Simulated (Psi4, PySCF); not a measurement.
Here is a job for PySCF.
```python
from pyscf import gto, scf, dft

mol = gto.M(
    atom='''
Si   -0.641284    2.181779    0.054815
Si    0.057974    0.012542   -0.353776
Si    2.165529   -0.555307    0.419552
Si   -1.564639   -1.634818   -0.227928
H     0.384270    3.151778   -0.343251
H    -0.963824    2.498413    1.453728
H    -1.851107    2.499564   -0.710887
H     3.172125    0.412344   -0.029490
H     2.577374   -1.867728   -0.088939
H     2.314220   -0.631626    1.880075
H    -1.053207   -2.917361   -0.722122
H    -2.729662   -1.293239   -1.050930
H    -2.096318   -1.910890    1.114537
''',
    basis='6-31g*',
    charge=0,
    spin=1,
    verbose=4,
)

mf = dft.UKS(mol)
mf.xc = 'wb97x'
mf.grids.atom_grid = (99, 590)
mf.grids.prune = None
mf.kernel()
```

Convert this to an input for Psi4.

One answer among several that fit: 
```
memory 2 GB

molecule {
0 2
Si   -0.64128357    2.18177912    0.05481492
Si    0.05797390    0.01254242   -0.35377634
Si    2.16552900   -0.55530696    0.41955194
Si   -1.56463877   -1.63481843   -0.22792767
H     0.38427030    3.15177800   -0.34325110
H    -0.96382440    2.49841278    1.45372838
H    -1.85110654    2.49956383   -0.71088721
H     3.17212496    0.41234398   -0.02949024
H     2.57737442   -1.86772841   -0.08893903
H     2.31422011   -0.63162606    1.88007456
H    -1.05320717   -2.91736138   -0.72212183
H    -2.72966171   -1.29323917   -1.05092999
H    -2.09631772   -1.91088988    1.11453659
}

set {
  basis 6-31g*
  reference uks
  scf_type pk
  puream true
  d_convergence 1e-8
  dft_radial_points 99
  dft_spherical_points 590
}

energy('wb97x')
print_variables()
```

Both were run: PySCF gave -1163.230982 Eh and Psi4 -1163.230974 Eh, 0.008 mEh apart.
